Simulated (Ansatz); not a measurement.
silene (SMILES C=[SiH2]) moved off its minimum; all values from Ansatz (a quantum-chemistry and plane-wave program), cores frozen in correlated methods.
(charge 0, multiplicity 1)
```xyz
6

C     -1.23270     0.03390    -0.05559
Si     0.46292     0.04706     0.07800
H     -1.76228     0.96396    -0.04181
H     -1.61006    -0.89823    -0.07195
H      1.47069    -1.16090     0.12187
H      1.37910     1.21194    -0.01455
```

| level | largest force (eV/Å) | on atom | rms difference from CCSD(T)/aug-cc-pV(T+d)Z (eV/Å) | dipole (D) |
|---|---|---|---|---|
| HF/def2-TZVPP | 3.91 | C1 | 0.306 | 0.83 |
| PBE/def2-TZVPP | 3.69 | H4 | 0.149 | 0.38 |
| r2SCAN/def2-TZVPP | 3.50 | C1 | 0.152 | 0.41 |
| B3LYP/def2-TZVPP | 3.47 | C1 | 0.146 | 0.50 |
| wB97M-V/def2-TZVPP | 3.71 | C1 | 0.237 | 0.61 |
| MP2/aug-cc-pV(T+d)Z | 3.48 | H4 | 0.063 | 0.62 |
| CCSD(T)/aug-cc-pV(T+d)Z | 3.53 | H4 | 0.000 | 0.45 |

The differences count from one level among others, with limits of its own. Forces at CCSD(T)/aug-cc-pV(T+d)Z (eV/Å):

```json
[
 {"atom": "C1", "Fx": "2.068", "Fy": "2.502", "Fz": "0.134"},
 {"atom": "Si2", "Fx": "2.397", "Fy": "-0.648", "Fz": "-0.103"},
 {"atom": "H3", "Fx": "-0.641", "Fy": "0.036", "Fz": "-0.101"},
 {"atom": "H4", "Fx": "-2.114", "Fy": "-2.831", "Fz": "-0.013"},
 {"atom": "H5", "Fx": "-1.300", "Fy": "0.747", "Fz": "-0.036"},
 {"atom": "H6", "Fx": "-0.410", "Fy": "0.194", "Fz": "0.119"}
]
```

Doubts at one or more of the structures used: a restricted determinant that unrestricted orbitals would lower (MP2/aug-cc-pV(T+d)Z, CCSD(T)/aug-cc-pV(T+d)Z).
